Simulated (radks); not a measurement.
Trend from B to Tl: ionisation energy by Delta-SCF between NIST ground configurations, and size. Calculated with a radial shooting solver on a logarithmic mesh with Libxc functionals: scalar-relativistic Kohn-Sham, LDA (Slater exchange, Perdew-Wang correlation), spin-polarised, spherical densities, finite nucleus; open shells are filled with parallel spins first (spin-orbit coupling, left out, can overturn this in heavy ions); Fermi nuclear charge, rms radius of each element as measured or else 0.836 A^(1/3) + 0.57 fm.

species,configuration,IE (eV),NIST (eV),kind,-e(HOMO) (eV),outermost,<r> outermost (bohr),r at 0.001 e/bohr^3 (bohr)
B,[He] 2s2 2p1,8.573,8.298,exp.,4.096 (2p),2p,2.23,3.91
Al,[Ne] 3s2 3p1,5.988,5.986,exp.,3.013 (3p),3p,3.39,4.55
Ga,[Ar] 3d10 4s2 4p1,6.027,5.999,exp.,2.959 (4p),4p,3.34,4.40
In,[Kr] 4d10 5s2 5p1,5.715,5.786,exp.,2.900 (5p),5p,3.64,4.62
Tl,[Hg] 6p1,5.528,6.108,exp.,2.773 (6p),6p,3.74,4.58

Reference values: NIST Atomic Spectra Database (measured). Open shells are spherical and high-spin; term and fine-structure splittings are not resolved. Spin-orbit splitting is averaged out at the scalar-relativistic level.
